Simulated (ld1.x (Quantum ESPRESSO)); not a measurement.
# What one change does to a pseudopotential (Sn, TM)

tin, norm-conserving Troullier–Martins (Kleinman–Bylander form), made with ld1.x (Quantum ESPRESSO) 7.5 (PBE, scalar-relativistic). Core [Kr], reference 4d10 5s2 5p1 (charge +1). Waves: 5p (bound): rc 1.95 bohr; 4d (bound): rc 1.65 bohr; 5s (bound): rc 1.70 bohr. Local part: the s channel. Core correction: none.

Change: all radii scaled by about 1.37 (s 2.34, p 2.68, d 2.26 bohr).

Cutoffs: the cutoffs (Ry, on a coarse ladder) from which the occupation-weighted sum of valence levels, in a spherical-Bessel basis at the reference potential, stays within 10 and 1 mRy of its value at 400 Ry; they do not see the model core or the augmentation charge, which bear on the density cutoff. Errors are all-electron minus pseudo energies relative to the spin-unpolarised reference configuration.

Q: What does the change do?

A: The potential gets softer (80 Ry and 140 Ry → 55 Ry and 100 Ry); of the 7 tests that both files solve, the error grows in 1 and shrinks in 3 by more than 15 % and 0.3 meV (median size 3.4 → 3.4 meV); neither file shows a bound ghost. A larger radius leaves more room for a smooth pseudo-wave, so fewer plane waves are needed.

```csv
quantity,base,changed
"cutoff, loose",80 Ry,55 Ry
"cutoff, tight",140 Ry,100 Ry
loose cutoff by channel (10 mRy a level),"p 8 Ry, d 70 Ry, s 21 Ry","p 8 Ry, d 50 Ry, s 10 Ry"
bound ghosts,none,none
"error for 4d10 5s2 5p2, meV [ΔE -6.87 eV]",+3.4,+3.4
"error for 4d10 5s2 5p0, meV [ΔE 13.95 eV]",+1.5,+0.3
"error for 4d10 5s1 5p0, meV [ΔE 44.92 eV]",+31,+16
"error for 4d10 5s2 5p1.5, meV [ΔE -4.26 eV]",+1.5,+1.5
"error for 4d10 5s2 5p2.3, meV [ΔE -7.72 eV]",+4.4,+4.4
"error for 4d10 5s1 5p2, meV [ΔE 7.65 eV]",+0.7,-1.7
"error for 4d10 5s0 5p0, meV [ΔE 86.05 eV]",+117,+35
```
